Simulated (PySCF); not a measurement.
HIMgSe. Atoms are numbered in the order given.

```xyz
4

Mg    -0.0067    -0.5073     0.0000
I      0.0008     2.0485     0.0000
Se    -0.0410    -2.9277     0.0000
H      1.4334    -2.9391     0.0000
```

Geometry optimised at PBE0-D3(BJ)/def2-SVP. The def2 effective core potentials stand for the cores of I; spin–orbit coupling is left out. One conformer was computed; it need not be the lowest.

All values below come from PBE0-D3(BJ)/def2-SVP (PySCF).

Frequencies are harmonic and unscaled.

Computed vibrational spectrum:
```
mode  ν (cm⁻¹)  IR (km/mol)  Raman (Å⁴/amu)  depolarisation  moving atoms (share of kinetic energy)
----  --------  -----------  --------------  --------------  --------------------------------------
1           89         22.5             0.1            0.54                                 Mg 86 %
2           96         20.8             0.0               –                                 Mg 89 %
3          157          0.6            11.7            0.25                         Se 57 %, I 41 %
4          465         95.1             0.6            0.09                                 Mg 88 %
5          503          3.2             0.5            0.71                                  H 94 %
6         2434         11.0           144.0            0.29                                  H 99 %
```
